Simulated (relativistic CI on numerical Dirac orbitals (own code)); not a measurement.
# Dy⁴⁶⁺: sensitivity of the levels to the model

Base calculation: Dirac-Coulomb-Breit CI, separate exchange-only KLI orbitals for each configuration, QED by a radiative potential, unscaled Slater integrals.

Configurations in the expansion (outside the closed core [Ne]): 3s2 3p6 3d2, 3s2 3p5 3d3, 3s 3p6 3d3, 3s2 3p6 3d 4s, 3s2 3p6 3d 4p, 3s2 3p6 3d 4d, 3s2 3p5 3d2 4s, 3s2 3p6 3d 4f, 3s2 3p5 3d2 4p, 3s2 3p5 3d2 4d, 3p6 3d4, 3p5 3d5, 3p5 3d4 4s, 3p6 3d3 4s, 3p5 3d3 4s2. Double excitations out of closed p, d and f shells are left out; levels of such configurations are missing from the list, as are those of other unlisted configurations, and high levels can miss mixing partners. These lack a partner that the ground configuration has and come out too high: 3s2 3p5 3d2 4p, 3s2 3p5 3d2 4d.

The lowest level and the first level of each name with at least 55 % of one term (blank where a level has no safe partner in the second run):

| Level | Base (cm⁻¹) | Shift (cm⁻¹) |
| --- | --- | --- |
| 3s2 3p6 3d2 3F_2 | 0 | 0 |
| 3s2 3p6 3d2 3P_0 | 161429 | +969 |
| 3s2 3p6 3d2 3F_3 | 329791 | +1 |
| 3s2 3p6 3d2 1G_4 | 425440 | -146 |
| 3s2 3p6 3d2 3P_1 | 437130 | +167 |
| 3s2 3p6 3d2 3F_4 | 721782 | -85 |
| 3s2 3p6 3d2 1S_0 | 958259 | +2052 |
| 3s2 3p5 3d3 5D°_0 | 1936079 | -1071 |
| 3s2 3p5 3d3 3P°_1 | 2618546 | -1266 |
| 3s2 3p5 3d3 3I°_7 | 2620647 | -1577 |

At this charge energies of transitions that change n are usually good to better than 1 %, and those within a shell (Δn = 0) to a few per cent.

Q: One thing was changed in a second run, which moved the levels as shown. Which?
A. one mean potential for all configurations
B. QED terms removed
C. Breit term removed
D. only the first 3 configurations

A: D. Only the first 3 configurations. With fewer configurations the levels that remain lose their mixing partners.

LS names give the leading component of a level, which can be under half, so a name can repeat, a term be missing and a line seem to break the LS rules.
